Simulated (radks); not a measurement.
Charge is removed step by step from the 4p down level of Bi2+, starting from [Ar] 3d10 4s2 4p(up 3, down 3) 4d10 4f14 5s2 5p6 5d10 6s2 6p1. Calculated with a radial shooting solver on a logarithmic mesh with Libxc functionals: scalar-relativistic Kohn-Sham, BLYP, spin-polarised, spherical densities, point nucleus; open shells are filled with parallel spins first (spin-orbit coupling, left out, can overturn this in heavy ions).

[
 {"removed (e)": "0", "E - E(0) (eV)": "0.000", "eigenvalue (eV)": "-699.28", "E minus straight line (eV)": "0.000"},
 {"removed (e)": "0.125", "E - E(0) (eV)": "87.518", "eigenvalue (eV)": "-703.25", "E minus straight line (eV)": "-1.763"},
 {"removed (e)": "0.25", "E - E(0) (eV)": "175.53", "eigenvalue (eV)": "-707.24", "E minus straight line (eV)": "-3.030"},
 {"removed (e)": "0.375", "E - E(0) (eV)": "264.05", "eigenvalue (eV)": "-711.26", "E minus straight line (eV)": "-3.796"},
 {"removed (e)": "0.5", "E - E(0) (eV)": "353.07", "eigenvalue (eV)": "-715.31", "E minus straight line (eV)": "-4.057"},
 {"removed (e)": "0.625", "E - E(0) (eV)": "442.60", "eigenvalue (eV)": "-719.38", "E minus straight line (eV)": "-3.812"},
 {"removed (e)": "0.75", "E - E(0) (eV)": "532.63", "eigenvalue (eV)": "-723.48", "E minus straight line (eV)": "-3.056"},
 {"removed (e)": "0.875", "E - E(0) (eV)": "623.19", "eigenvalue (eV)": "-727.60", "E minus straight line (eV)": "-1.787"},
 {"removed (e)": "1", "E - E(0) (eV)": "714.25", "eigenvalue (eV)": "-731.75", "E minus straight line (eV)": "0.000"}
]

Removing the whole electron costs 714.25 eV by Delta-SCF, against 699.28 eV from minus the eigenvalue at the starting occupation. Slater's transition state (half an electron removed) gives 715.31 eV. Integrating minus the eigenvalue over the occupation (Janak's theorem) gives 715.38 eV. In this scalar-relativistic scheme the density is built from large components alone, so the theorem holds only approximately. The mean slope of the eigenvalue, de/dn, is 32.5 eV per electron.
